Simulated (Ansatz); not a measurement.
This geometry of AlCl3 + H2 (6 atoms, charge 0, multiplicity 1) is a first-order saddle point.

Computed with RKS PBE0-D4/def2-SVP (Ansatz).

```xyz
6
Properties=species:S:1:pos:R:3
Al 0.021 -0.463 -0.122
Cl 0.015 0.068 2.238
Cl 1.829 0.195 -0.942
Cl -1.815 0.122 -0.935
H 0.053 -1.951 0.572
H 0.041 -1.237 1.684
```

Task: Which two structures does it join? (They come from a converged band through this point; their orientation in space is the band's.)

Result: Bonds broken: Al1–Cl2, H5–H6. Bonds formed: Al1–H5, Cl2–H6. AlCl3 + H2 becomes AlCl3H2.

First end point:

```xyz
6
Properties=species:S:1:pos:R:3
Al 0.008 0.071 0.227
Cl -0.002 0.699 2.221
Cl 1.805 0.020 -0.832
Cl -1.790 -0.054 -0.824
H 0.075 -2.119 0.486
H 0.047 -1.882 1.218
```

Last end point:

```xyz
6
Properties=species:S:1:pos:R:3
Al 0.026 -0.608 -0.368
Cl 0.013 0.017 2.179
Cl 1.797 0.390 -0.919
Cl -1.793 0.302 -0.916
H 0.064 -2.149 -0.041
H 0.036 -1.218 2.560
```

Task: How far does it lie above each of them?

Result: 30.0 kcal/mol above the first and 4.7 kcal/mol above the second. This is the barrier of this one path; another mechanism may lie lower. The orbitals stay closed-shell, which can raise the energy where a bond breaks towards radicals; this wasn't checked here.

Time of the run: 4.4 min on 1 thread of Arm Neoverse V2, with other jobs on the host, peak memory 0.17 GiB.
